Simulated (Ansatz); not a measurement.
Isolated molecules relaxed with PBE0-D4/def2-TZVP in Ansatz; ΔE leaves out vibrations. CCSD(T)/CBS is the MP2 limit (def2-TZVPP, def2-QZVPP) plus CCSD(T) − MP2 in def2-TZVPP, frozen cores. DFT in def2-TZVPP. B3LYP here is the variant with VWN-RPA as its local correlation; programs differ in this. Each species was taken in one conformer, which may not be the lowest.

`[BH2][Al]([CH3])[SiH2]F` + `NB[SiH2]Cl` → `B[SiH](Cl)BN` + `[CH3][AlH][SiH2]F`  (formal exchange of groups at a B–Al bond)

Is it downhill or uphill in electronic energy at CCSD(T)/CBS, and by how much? (An estimate is asked.)

Ansatz gave: Downhill: ΔE = -19.1 kJ/mol.

What do these levels give: BLYP-D4, r2SCAN0-D4, BHLYP-D4, CAM-B3LYP-D4, ωB97X-V, PBE-QIDH, r2SCAN, B3LYP, r2SCAN0, CCSD/def2-SVP, HF/def2-TZVPP, HF/CBS(def2)? (An estimate is asked.)

Computed: BLYP-D4 -21.4, r2SCAN0-D4 -21.1, BHLYP-D4 -19.4, CAM-B3LYP-D4 -20.4, ωB97X-V -20.3, PBE-QIDH -19.5, r2SCAN -21.4, B3LYP -16.6, r2SCAN0 -20.6, CCSD/def2-SVP -18.9, HF/def2-TZVPP -12.8, HF/CBS(def2) -12.7 kJ/mol.

Largest T1 diagnostic among the species: 0.013.

In def2-TZVPP, CCSD(T) changes the Hartree–Fock value by −5.0 kJ/mol (the triples alone add −1.3 kJ/mol) and MP2 by −7.5 kJ/mol. Leaving LDA and LC-ωPBE aside and taking each functional with its dispersion term where it has one, the values, not all of them listed here, spread over 15.5 kJ/mol, from B97M-V to B2PLYP. LDA lies −7.0 kJ/mol from PBE without D4. The D4 term adds −3.9 kJ/mol with B3LYP and −2.0 kJ/mol with PBE0; it sums over pairs of atoms, weighted by their polarisabilities, and B3LYP, whose exchange is more repulsive, gets the larger term.
